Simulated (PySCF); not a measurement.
## Worked example: entropy of an ideal gas

C2H3BF2O, SMILES OB(F)/C=C/F.

The structure is a stationary point at PBE0-D3(BJ)/def2-SVP. The structure was generated by enumeration; whether it is a known compound was not checked. The values are those of a single conformer.

PBE0-D3(BJ)/def2-SVP run with PySCF gives the harmonic wavenumbers 100, 147, 217, 374, 428, 547, 576, 659, 862, 874, 982, 990, 1171, 1229, 1340, 1392, 1471, 1743, 3193, 3219, 3939 cm⁻¹ and the rotational temperatures 0.4456, 0.0846, 0.0711 K. The molar mass is 91.85 g/mol, the symmetry number 1, the spin multiplicity 1.

Task: Work out the entropy at 298.15 K and 1 atm in the rigid-rotor, harmonic-oscillator model.

Result: 
Translation (Sackur–Tetrode at 1 atm): S = R[1.5 ln M + 2.5 ln T − 1.16487] = 165.1 J/(mol K).
Rotation: q = (√π/σ) T^1.5/√(θA θB θC) = 176000, S = R[ln q + 3/2] = 112.9 J/(mol K).
Vibration: with u = 1.4388 ν/T, each mode gives R[u/(e^u − 1) − ln(1 − e^−u)]:
| ν (cm⁻¹) | modes | u | S (J/(mol K)) |
|---|---|---|---|
| 100 | 1 | 0.48 | 14.45 |
| 147 | 1 | 0.71 | 11.34 |
| 217 | 1 | 1.05 | 8.30 |
| 374 | 1 | 1.80 | 4.45 |
| 428 | 1 | 2.07 | 3.62 |
| 547 | 1 | 2.64 | 2.30 |
| 576 | 1 | 2.78 | 2.06 |
| 659 | 1 | 3.18 | 1.50 |
| 862 | 1 | 4.16 | 0.68 |
| 874 | 1 | 4.22 | 0.65 |
| 982 | 1 | 4.74 | 0.42 |
| 990 | 1 | 4.78 | 0.41 |
| 1171 | 1 | 5.65 | 0.19 |
| 1229 | 1 | 5.93 | 0.15 |
| 1340 | 1 | 6.47 | 0.10 |
| 1392 | 1 | 6.72 | 0.08 |
| 1471 | 1 | 7.10 | 0.06 |
| 1743 | 1 | 8.41 | 0.02 |
The stiffer modes add less than 0.005 each. Sum 50.8 J/(mol K).
Spin: R ln 1 = 0.0 J/(mol K).
Total 328.8 J/(mol K); the program's own thermochemistry gives 328.8. Translation makes up 50 % and vibration 15 %. Anharmonicity, hindered rotation and orbital degeneracy are left out.
